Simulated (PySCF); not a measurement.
C₃H₅Cl₂F, SMILES ClC(CC)(F)Cl. Coordinates come from a ωB97X-D3(BJ)/def2-SVP optimisation. The values are those of a single conformer.

Question: Give the equilibrium geometry at ωB97X-D3(BJ)/def2-SVP (PySCF confirms it by a frequency run) as Cartesian coordinates in Å. (The exact figures need the calculation; the answer reports its results.)

Answer: Several could match; the one computed here: 
```xyz
11

C     -2.4317     0.1517     0.1413
C     -1.1151     0.9067    -0.0108
C      0.0809    -0.0086    -0.2181
F     -0.1143    -0.7904    -1.3018
Cl     1.5542     0.9481    -0.4923
Cl     0.3384    -1.0764     1.1822
H     -2.4198    -0.4898     1.0346
H     -2.6214    -0.4826    -0.7371
H     -3.2642     0.8640     0.2382
H     -0.9026     1.5340     0.8674
H     -1.1421     1.5705    -0.8897
```
Charge 0, spin multiplicity 1.
